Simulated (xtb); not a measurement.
xtb input (GFN2-xTB):

```bash
xtb mol.xyz --gfn 2 --ohess tight --chrg 1 --uhf 0
```
mol.xyz:
```
9

B      0.03936039    -0.35704693     0.61655755
N     -0.98521999     0.15873639    -0.37495426
N      1.55326000    -0.12303937     0.25094729
H     -0.25929290    -0.89687766     1.58182621
H     -1.58250961    -0.64481134    -0.63930389
H     -1.64865793     0.82996192     0.18035120
H      1.70131237     0.90343298     0.15174831
H      1.72698997    -0.57928732    -0.67123865
H     -0.56471789     0.66724047    -1.12126687
```

End of the output:

```
   ------------------------------------------------------------------------
       1    111.97    -0.96438 ( 96.18%)    -0.81677 (  3.82%)    -0.95873
   ------------------------------------------------------------------------

   temp. (K)  partition function   enthalpy   heat capacity  entropy
                                   cal/mol     cal/K/mol   cal/K/mol   J/K/mol
 298.15  VIB   3.57                 1114.332      9.234      6.246
         ROT  0.165E+05              888.752      2.981     22.283
         INT  0.590E+05             2003.085     12.215     28.529
         TR   0.291E+27             1481.254      4.968     37.312
         TOT                        3484.3385    17.1827    65.8414   275.4802

       T/K    H(0)-H(T)+PV         H(T)/Eh          T*S/Eh         G(T)/Eh
   ------------------------------------------------------------------------
    298.15    0.555265E-02    0.824526E-01    0.312834E-01    0.511692E-01
   ------------------------------------------------------------------------

         :::::::::::::::::::::::::::::::::::::::::::::::::::::
         ::                  THERMODYNAMIC                  ::
Note: The following floating-point exceptions are signalling: IEEE_UNDERFLOW_FLAG IEEE_DENORMAL
normal termination of xtb
         :::::::::::::::::::::::::::::::::::::::::::::::::::::
         :: total free energy          -9.704528370070 Eh   ::
         ::.................................................::
         :: total energy               -9.755697568838 Eh   ::
         :: zero point energy           0.076899903689 Eh   ::
         :: G(RRHO) w/o ZPVE           -0.025730704921 Eh   ::
         :: G(RRHO) contrib.            0.051169198768 Eh   ::
         :::::::::::::::::::::::::::::::::::::::::::::::::::::

optimized geometry written to: xtbopt.xyz

           -------------------------------------------------
          | TOTAL ENERGY               -9.755697568838 Eh   |
          | TOTAL ENTHALPY             -9.673245018344 Eh   |
          | TOTAL FREE ENERGY          -9.704528370070 Eh   |
          | GRADIENT NORM               0.000304148516 Eh/α |
          | HOMO-LUMO GAP               6.473398433820 eV   |
           -------------------------------------------------

------------------------------------------------------------------------
------------------------------------------------------------------------
 total:
 SCF:
 ANC optimizer:
 analytical hessian:
```

It need not be the lowest isomer of its formula.
